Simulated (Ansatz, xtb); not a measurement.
# Two isomers of C3H4Cl2F2

Structure I is `FC[C@](F)(Cl)CCl`, a singlet and structure II is `FC(F)(CCl)CCl`, a singlet. Both are isolated molecules in the gas phase, relaxed with B3LYP-D3(BJ)/def2-SVP, each in the lowest conformer that the search found.

I (Å):

```yaml
atoms:
  - { symbol: C, position_ang: [1.7700, 0.0974, -1.0398] }
  - { symbol: C, position_ang: [0.5581, 0.7254, -0.3618] }
  - { symbol: C, position_ang: [-0.2581, 1.6587, -1.2425] }
  - { symbol: Cl, position_ang: [-0.5762, -0.5801, 0.1800] }
  - { symbol: Cl, position_ang: [0.7252, 3.0464, -1.8284] }
  - { symbol: F, position_ang: [1.3829, -0.5446, -2.1879] }
  - { symbol: F, position_ang: [1.0123, 1.3837, 0.7395] }
  - { symbol: H, position_ang: [2.4777, 0.9040, -1.2892] }
  - { symbol: H, position_ang: [2.2405, -0.6165, -0.3461] }
  - { symbol: H, position_ang: [-1.1006, 2.0578, -0.6653] }
  - { symbol: H, position_ang: [-0.6232, 1.1050, -2.1147] }
```

II (Å):

```yaml
atoms:
  - { symbol: C, position_ang: [1.8940, -0.0773, -0.7933] }
  - { symbol: C, position_ang: [3.0131, 0.9022, -0.4716] }
  - { symbol: C, position_ang: [0.9084, -0.3847, 0.3244] }
  - { symbol: Cl, position_ang: [4.0072, 0.3547, 0.9141] }
  - { symbol: Cl, position_ang: [0.0991, 1.0933, 0.9317] }
  - { symbol: F, position_ang: [1.2289, 0.4337, -1.8685] }
  - { symbol: F, position_ang: [2.4233, -1.2721, -1.1829] }
  - { symbol: H, position_ang: [3.6587, 0.9878, -1.3550] }
  - { symbol: H, position_ang: [2.5793, 1.8780, -0.2245] }
  - { symbol: H, position_ang: [0.1443, -1.0668, -0.0698] }
  - { symbol: H, position_ang: [1.4424, -0.8562, 1.1574] }
```

Q: Estimate which is lower in electronic energy at CCSD(T)/def2-SVP + ΔMP2/def2-TZVPP, and by roughly how much.

A: The CCSD(T)/def2-SVP + ΔMP2/def2-TZVPP calculation puts structure II lower, by 8.2 kcal/mol.

The same difference at several levels:

```json
{"level": "GFN2-xTB", "geometry": "GFN2-xTB", "E(II) − E(I) (kcal/mol)": "−2.7", "departure from the last row (kcal/mol)": "+5.5", "job, with rough time for the two": "optimisation, 0.13 s"}
{"level": "HF/STO-3G", "geometry": "GFN2-xTB", "E(II) − E(I) (kcal/mol)": "−6.1", "departure from the last row (kcal/mol)": "+2.0", "job, with rough time for the two": "single point, 0.56 s"}
{"level": "r2SCAN-D4/def2-SVP", "geometry": "GFN2-xTB", "E(II) − E(I) (kcal/mol)": "−8.4", "departure from the last row (kcal/mol)": "−0.2", "job, with rough time for the two": "single point, 5.9 s"}
{"level": "B3LYP-D3(BJ)/def2-SVP", "geometry": "B3LYP-D3(BJ)/def2-SVP", "E(II) − E(I) (kcal/mol)": "−8.3", "departure from the last row (kcal/mol)": "−0.2", "job, with rough time for the two": "optimisation, 43 s"}
{"level": "HF/def2-SVP", "geometry": "B3LYP-D3(BJ)/def2-SVP", "E(II) − E(I) (kcal/mol)": "−9.7", "departure from the last row (kcal/mol)": "−1.6", "job, with rough time for the two": "part of the CCSD(T) run"}
{"level": "MP2/def2-SVP", "geometry": "B3LYP-D3(BJ)/def2-SVP", "E(II) − E(I) (kcal/mol)": "−8.5", "departure from the last row (kcal/mol)": "−0.4", "job, with rough time for the two": "part of the CCSD(T) run"}
{"level": "CCSD(T)/def2-SVP", "geometry": "B3LYP-D3(BJ)/def2-SVP", "E(II) − E(I) (kcal/mol)": "−8.5", "departure from the last row (kcal/mol)": "−0.4", "job, with rough time for the two": "single point"}
{"level": "CCSD(T)/def2-SVP + ΔMP2/def2-TZVPP", "geometry": "B3LYP-D3(BJ)/def2-SVP", "E(II) − E(I) (kcal/mol)": "−8.2", "departure from the last row (kcal/mol)": "", "job, with rough time for the two": "single point, 90 s"}
```

As drawn, both hold the same kinds of bond in the same numbers.

None of the levels shown reverses the order. The largest departure from CCSD(T)/def2-SVP + ΔMP2/def2-TZVPP is that of GFN2-xTB, 5.5 kcal/mol. The last row adds to CCSD(T) the change of the MP2 difference between the two basis sets, here +0.4 kcal/mol.

With thermal terms from frequencies at re-optimised GFN2-xTB minima (ideal gas, soft modes damped towards free rotors, one conformer each, 298.15 K, 1 atm): the zero-point term adds 0.0 kcal/mol; ΔH is −8.3 and ΔG −7.7 kcal/mol.

The correlated steps freeze 15 core orbitals. Mirror images aren't counted in ΔG. Codes used: Ansatz 0.2.0, xtb 6.7.1; the last row on 2 threads of Arm Neoverse V1 on a shared host.
